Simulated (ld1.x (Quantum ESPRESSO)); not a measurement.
## Configuration tests for manganese (RRKJ)

* Element: Mn (Z = 25)
* Generator: ld1.x (Quantum ESPRESSO) 7.5
* Type: norm-conserving RRKJ (Kleinman–Bylander form)
* Functional: LDA (PZ)
* Relativity: fully relativistic
* Frozen core: [Ne] 3s2
* Valence charge: 13
* Reference configuration: 3p6 3d5 4s1 4p0 (charge +1)
* Partial waves: 3p (bound): rc 1.45 bohr; 3d (bound): rc 1.15 bohr; 4s (bound): rc 2.40 bohr
* Local potential: the s channel
* Core correction: Bessel-smoothed model core, default radius (core density twice the valence density)
* rho0: 0.005

Open shells are filled in proportion to 2j + 1 (rel_dist='average').

Energies are relative to the spin-unpolarised reference configuration 3p6 3d5 4s1 4p0; without spin polarisation the order of configurations can differ from experiment. Not all tests gave a result: 1 of 7 tests not solved or not reliable.

Give the all-electron excitation energy and the error of the potential for: 3p6 3d5 4s2 4p0; 3p6 3d5 4s0 4p0; 3p6 3d4 4s0 4p0; 3p6 3d5 4s1 4p1; 3p6 3d6 4s0 4p0; 3p6 3d4 4s2 4p0.

| valence configuration | charge | ΔE all-electron (eV) | error AE − PS (meV) |
| --- | --- | --- | --- |
| 3p6 3d5 4s2 4p0 | 0 | -8.654 | -4.8 |
| 3p6 3d5 4s0 4p0 | +2 | 15.877 | -14 |
| 3p6 3d4 4s0 4p0 | +3 | 48.688 | -255 |
| 3p6 3d5 4s1 4p1 | 0 | -4.729 | -636 |
| 3p6 3d6 4s0 4p0 | +1 | -1.630 | -235 |
| 3p6 3d4 4s2 4p0 | +1 | 4.794 | -314 |

Levels in the configuration 3p6 3d5 4s2 4p0:

```json
{"level": "3p j=1/2", "all-electron (eV)": "-55.332", "pseudo (eV)": "-55.415"}
{"level": "3p j=3/2", "all-electron (eV)": "-54.051", "pseudo (eV)": "-54.132"}
{"level": "3d j=3/2", "all-electron (eV)": "-7.079", "pseudo (eV)": "-7.131"}
{"level": "3d j=5/2", "all-electron (eV)": "-6.960", "pseudo (eV)": "-7.012"}
{"level": "4s j=1/2", "all-electron (eV)": "-5.289", "pseudo (eV)": "-5.282"}
```

These tests converged, but a pseudo level misses the all-electron one widely, so the file describes the atom poorly there or has found another state: 3p6 3d4 4s0 4p0: empty 4p by 3.0 eV (a node warning on the way).
